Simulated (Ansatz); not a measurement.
One change: `F/C=C/[S][AlH2]` becomes `C#C/C=C/F`.

Ansatz, PBE0-D4/def2-TZVP geometries, multiplicity 1. Each molecule was computed in one conformer, which needn't be the lowest.

| property | `F/C=C/[S][AlH2]` |
| --- | --- |
| size of the dipole moment (PBE/def2-TZVPP) / D | 0.80 |
| HOMO–LUMO gap (ωB97M-V/def2-TZVPP) / eV | 10.00 |
| size of the dipole moment (ωB97M-V/def2-TZVPP) / D | 0.72 |
| LUMO energy (ωB97M-V/def2-TZVPP) / eV | 0.68 |
| LUMO energy (PBE0/def2-TZVPP) / eV | -1.27 |
| LUMO energy (PBE/def2-TZVPP) / eV | -2.19 |

Give the same properties after the change, and the shifts. (Best estimate.)

The calculation gave: 
```
                                          property  `C#C/C=C/F`  shift
    size of the dipole moment (PBE/def2-TZVPP) / D         0.61  -0.19
           HOMO–LUMO gap (ωB97M-V/def2-TZVPP) / eV        10.47   0.47
size of the dipole moment (ωB97M-V/def2-TZVPP) / D         0.78   0.06
             LUMO energy (ωB97M-V/def2-TZVPP) / eV         1.23   0.55
                LUMO energy (PBE0/def2-TZVPP) / eV        -0.88   0.39
                 LUMO energy (PBE/def2-TZVPP) / eV        -1.81   0.38
```

With PBE0 the HOMO rises by 0.05 eV and the LUMO rises by 0.39 eV, so the gap widens by about 0.34 eV. PBE moves the HOMO by -0.03 eV and ωB97M-V by 0.09 eV. Dipoles are sizes alone; their direction can turn.
